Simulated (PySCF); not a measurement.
GeHCl₃, SMILES [Cl][GeH]([Cl])[Cl].

Coordinates come from a B3LYP-D3(BJ)/def2-SVP optimisation. The isomer is the one that the SMILES or the coordinates give; other isomers of the formula were not compared.

All values below come from TDDFT-PBE0/def2-SVPD (PySCF).

Vertical excitations; the highest root listed may be one member of a degenerate set.  State labels are in the subgroup Cs.

```tsv
state	symmetry	energy (eV)	λ (nm)	f	main pairs
S1	A"	6.12	203	0.000	HOMO→LUMO 99 %
S2	A'	6.45	192	0.024	HOMO−2→LUMO (degenerate set)
S3	A"	6.45	192	0.024	HOMO−3→LUMO (degenerate set)
S4	A'	6.47	192	0.039	HOMO−1→LUMO 98 %
S5	A"	6.80	182	0.022	HOMO−4→LUMO (degenerate set)
S6	A'	6.80	182	0.022	HOMO−5→LUMO (degenerate set)
S7	A'	7.76	160	0.004	HOMO→LUMO+2 (degenerate set)
S8	A"	7.76	160	0.004	HOMO→LUMO+1 (degenerate set)
S9	A"	7.94	156	0.000	HOMO−2→LUMO+2 49 %, HOMO−3→LUMO+1 49 %
S10	A"	7.96	156	0.015	HOMO−1→LUMO+2 67 %
T1	A"	5.71	217	0	HOMO→LUMO 95 %
T2	A'	5.82	213	0	HOMO−1→LUMO 95 %
T3	A"	5.90	210	0	HOMO−3→LUMO (degenerate set)
T4	A'	5.90	210	0	HOMO−2→LUMO (degenerate set)
```
Triplets are in the Tamm–Dancoff approximation, which puts them higher than full response would, so one can lie above its singlet here.
